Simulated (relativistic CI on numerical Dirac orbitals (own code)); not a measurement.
**Nd²⁺: 4f valence photoemission**

Computed with this model: Dirac-Coulomb-Breit CI, orbitals from a KLI potential per configuration, QED by a radiative potential, valence Slater integrals scaled by 0.9, multiplet model of photoemission in the sudden approximation; configurations [Xe] 4f4 → [Xe] 4f3; 80 K; Lorentzian 0.1 eV and Gaussian 0.3 eV FWHM. Energies are those of the free ion, without screening or charge transfer. The energies are binding energies and can lie tens of eV above those of solids. S is read from ⟨S²⟩ = S(S + 1).

free ion: ground-state S = 1.98, centroid 20.32 eV. Peaks (eV, height): 19.5 (100), 21.2 (22), 22.0 (38).

Strongest unbroadened transitions for free ion:

| Energy (eV) | Relative strength |
| --- | --- |
| 19.45 | 100.0 |
| 19.68 | 25.1 |
| 19.92 | 1.4 |
| 20.18 | 0.0 |
| 21.13 | 0.1 |
| 21.15 | 18.5 |
| 21.27 | 5.9 |
| 21.38 | 0.4 |
| 21.81 | 1.8 |
| 22.00 | 0.0 |
| 22.02 | 34.3 |
| 22.13 | 0.3 |
| 22.19 | 10.0 |
| 22.37 | 0.9 |
| 22.42 | 0.1 |
| 22.52 | 0.0 |
| 22.70 | 0.0 |
| 23.03 | 0.0 |
